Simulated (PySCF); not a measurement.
## Nb²⁺: excitation energy

Nb²⁺ [Kr] 4d3 (4F) → Nb²⁺ [Kr] 4d2 5p1 (high-spin determinant), as a difference of total energies. All numbers are calculated (PySCF 2.14, a scalar-relativistic core potential, in aug-cc-pVTZ-PP with one added diffuse shell each of s, p, d, f, g type with ECP28MDF (7s7p6d4f3g, 113 functions)). Correlated levels: valence: 4s2 4p6 frozen. The calculations carry no spin-orbit coupling.

```
           method  excitation energy (eV)
              UHF                   7.940
              LDA                   7.889
              PBE                   7.902
             PBE0                   8.072
           r2SCAN                   8.103
             MN15                   8.148
          r2SCANh                   8.150
          wB97X-V                   8.132
    MP2 (valence)                   8.056
SCS-MP2 (valence)                   7.979
```

How much does correlation contribute at MP2 (valence)?

8.056 − (7.940) = 0.116 eV, measured against UHF.

The determinant of the upper state mixes LS terms, which raises its energy above the lowest term, most at the Hartree-Fock and MP2 levels.
